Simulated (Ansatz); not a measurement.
`C[SiH2]C(F)Br` + H₂O → `O[SiH2]C(F)Br` + CH₄  (formal hydrolysis of the Si–C bond)

Computed with Ansatz on PBE0-D4/def2-TZVP structures; ΔE is electronic, products minus reactants. CCSD(T)/CBS is the MP2 limit (def2-TZVPP, def2-QZVPP) plus CCSD(T) − MP2 in def2-TZVPP, frozen cores. This one scheme is used for every species. Functionals use def2-TZVPP. For Br outer-core shells are correlated without core-valence functions, which leaves a few kJ/mol of doubt a bond. Scalar relativity is left out up to krypton. One conformer a species, not always the lowest.

`C[SiH2]C(F)Br`:

Z-matrix (Å, degrees):
```
C
Si 1 1.859
H 1 1.092 2 110.4
H 1 1.091 2 110.8 3 -120.3
H 1 1.092 2 110.3 3 119.6
C 2 1.908 1 110.1 3 -177.1
H 2 1.485 1 113.1 3 64.0
H 2 1.489 1 111.5 3 -59.5
Br 6 1.956 2 109.1 1 -61.1
F 6 1.368 2 111.2 1 59.1
H 6 1.091 2 114.8 1 -177.8
```

H₂O:

Z-matrix (Å, degrees):
```
O
H 1 0.960
H 1 0.960 2 105.1
```

`O[SiH2]C(F)Br`:

Z-matrix (Å, degrees):
```
Si
C 1 1.904
O 1 1.635 2 110.9
H 1 1.488 2 105.6 3 -121.7
H 1 1.477 2 108.9 3 118.5
Br 2 1.947 1 109.9 3 -58.9
F 2 1.374 1 109.8 3 61.1
H 2 1.092 1 114.8 3 -176.9
H 3 0.958 1 118.4 2 -56.2
```

CH₄:

Cartesian coordinates in Å:
```
C 0.000 0.000 0.000
H -0.389 1.008 -0.138
H -0.134 -0.570 -0.919
H -0.537 -0.489 0.812
H 1.060 0.051 0.245
```

```tsv
level	ΔE (eV)
PBE-D4	-0.85
ωB97X-V	-0.95
ωB97M-V	-0.94
MP2/def2-TZVPP	-0.95
SCS-MP2/def2-TZVPP	-0.99
CCSD/def2-TZVPP	-0.96
HF/def2-QZVPP	-1.14
CCSD/CBS(def2)	-0.94
```

What does CCSD(T)/CBS give? (Estimate.)

The calculation gave: -0.91 eV. The listed levels differ from it by 0.06, -0.04, -0.03, -0.04, -0.08, -0.05, -0.23, -0.03 eV.

Largest T1 diagnostic among the species: 0.010.

The D4 term adds +0.04 eV with B3LYP and +0.02 eV with PBE0; it sums over pairs of atoms, weighted by their polarisabilities, and B3LYP, whose exchange is more repulsive, gets the larger term. In def2-TZVPP, CCSD(T) changes the Hartree–Fock value by +0.20 eV (the triples alone add +0.02 eV) and MP2 by +0.19 eV.

B3LYP here is the variant with VWN-RPA as its local correlation; programs differ in this.
